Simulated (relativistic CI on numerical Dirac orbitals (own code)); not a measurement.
# Ge⁺: what numerical and physical settings do to a radial Dirac CI calculation

Reference input:

```
atom Ge  Z=32  charge=1  electrons=31
nucleus A=74  rms_radius_fm=4.0742
hamiltonian dirac-coulomb  breit=on  qed=on  c_scale=1
orbitals kli  potential=per-configuration
slater_scale 1
correlation none
mixing on
grid step=0.0125 r_max=74.5
scf mixing=0.4 start=green max_iterations=150 tolerance=2e-08 node_fill=0.05
configurations
  [Ar] 3d10 4s2 4p
  [Ar] 3d10 4s 4p2
end
```

Computed lowest total energy -2095.61941 Ha, first excitation 1733.8 cm⁻¹, 23 SCF steps. Runs with settings changed; * marks those that are bad on purpose:

```csv
Changed,Outcome,Lowest level,ΔE (Ha),First excitation (cm⁻¹),SCF steps,Message
"QED terms off, node fill of the KLI weights 0.01, nuclear radius 3.6668 fm",converged,4s2 4p 2P°_1/2,-0.641,1715.2,22,
grid step 0.008,converged,4s2 4p 2P°_1/2,-4.52e-05,1733.8,23,
"start potential bare, Breit term off",converged,4s2 4p 2P°_1/2,-0.949,1774.5,40,
SCF mixing 0.05,converged,4s2 4p 2P°_1/2,-2.41e-10,1733.8,28,
SCF tolerance 0.3 *,converged,4s2 4p 2P°_1/2,0.055,1780.6,6,
charge 3 *,refused,,,,0,"configuration [Ar] 3d10 4s2 4p has 31 electrons, the ion has 29"
```

With so few configurations and no correlation, terms lie too far apart (by 10 to 50 % near neutrality), their order can be wrong, and levels of other configurations are missing.
